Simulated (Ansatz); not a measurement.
Input and output for SnCl₂.

```yaml
crystal:
  periodic: [false, false, false]
  atoms:
    - {symbol: Sn, position_ang: [0.005081, -0.007227, -1.033125]}
    - {symbol: Cl, position_ang: [1.815027, -0.019018, 0.525670]}
    - {symbol: Cl, position_ang: [-1.820108, 0.026245, 0.507455]}
basis:
  gaussian: {orbitals: def2-SVP, final_grid: {core_spheres: 8, valence_spheres: 7, degree: 23}}
hamiltonian: {xc: {name: PBE0}, dispersion: d3bj}
scf: {omitted_lower_state_checks: [starts]}
output: {forces: true}
```

```sh
$ ansatz run in.yaml --threads 4 --pin off --events-out ev --progress --plain --max-ram 3916MiB
```

Output, abridged:

```
Functional definition: PBE0
658 factors; integrals over basis functions are off by at most 3.7e-4 eV
mean field evaluation 1: about -30862.3619 eV, gradient 2.0e1 eV
mean field evaluation 2: about -30860.3471 eV, gradient 3.3e1 eV
mean field evaluation 4: about -30863.6930 eV, gradient 5.2e-1 eV
mean field evaluation 8: about -30863.7386 eV, gradient 3.3e-3 eV
mean field -30863.73857026 eV, -1134.2214722635 hartree, gradient 7.2e-5 eV, S^2 0.000000; 0 other end points of the search recorded, 0 dependent functions left out
reference -30863.73859286 eV, -1134.2214730942 hartree; 28, 28 occupied and 34, 34 virtual orbitals, 658 factors
Total energy: -30863.82673176 eV, -1134.2247121389 hartree
Atom 0 at     0.005081    -0.007227    -1.033125 Å, force     0.000101     0.000026     0.003966 eV/Å
Atom 1 at     1.815027    -0.019018     0.525670 Å, force    -0.014302     0.000164    -0.002106 eV/Å
Atom 2 at    -1.820108     0.026245     0.507455 Å, force     0.014201    -0.000190    -0.001860 eV/Å
Dipole moment:     0.003348    -0.004774    -0.682474 e Å
Checks for a lower state left out: starts
```

Run time 0.8 s (4 threads of Arm Neoverse N1 on a shared host).

In the def2 sets Sn takes a core potential; there is no spin–orbit coupling.
